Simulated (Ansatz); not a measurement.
Calculated with Ansatz (gas phase, PBE0-D4/def2-TZVP geometries, no zero-point term in ΔE). CCSD(T)/CBS is the MP2 limit (def2-TZVPP, def2-QZVPP) plus CCSD(T) − MP2 in def2-TZVPP, frozen cores. This one scheme is used for every species. Functionals use def2-TZVPP. B3LYP here is the variant with VWN-RPA as its local correlation; programs differ in this. One conformer a species, not always the lowest.

Consider the formal hydrolysis of a B–C bond: `CNBCN` + H₂O → `CNBO` + CH₃NH₂.

Is it downhill or uphill in electronic energy at CCSD(T)/CBS, and by how much? (An estimate is asked.)

Ansatz gave: Downhill: ΔE = -117.4 kJ/mol.

What do these levels give: r2SCAN-D4, PBE0-D4, B3LYP-D4, ωB97X-V, PBE, B3LYP, HF/def2-TZVPP, MP2/def2-TZVPP, SCS-MP2/def2-TZVPP, CCSD/def2-TZVPP, CCSD(T)/def2-TZVPP, MP2/CBS(def2)? (Estimate.)

The calculation gave: r2SCAN-D4 -125.9, PBE0-D4 -119.9, B3LYP-D4 -125.6, ωB97X-V -123.8, PBE -121.3, B3LYP -130.9, HF/def2-TZVPP -140.9, MP2/def2-TZVPP -121.5, SCS-MP2/def2-TZVPP -124.9, CCSD/def2-TZVPP -123.1, CCSD(T)/def2-TZVPP -120.9, MP2/CBS(def2) -118.0 kJ/mol.

Largest T1 diagnostic among the species: 0.012.

In def2-TZVPP, CCSD(T) changes the Hartree–Fock value by +20.0 kJ/mol (the triples alone add +2.1 kJ/mol) and MP2 by +19.4 kJ/mol. The D4 term adds +5.3 kJ/mol with B3LYP and +3.1 kJ/mol with PBE0; it sums over pairs of atoms, weighted by their polarisabilities, and B3LYP, whose exchange is more repulsive, gets the larger term.
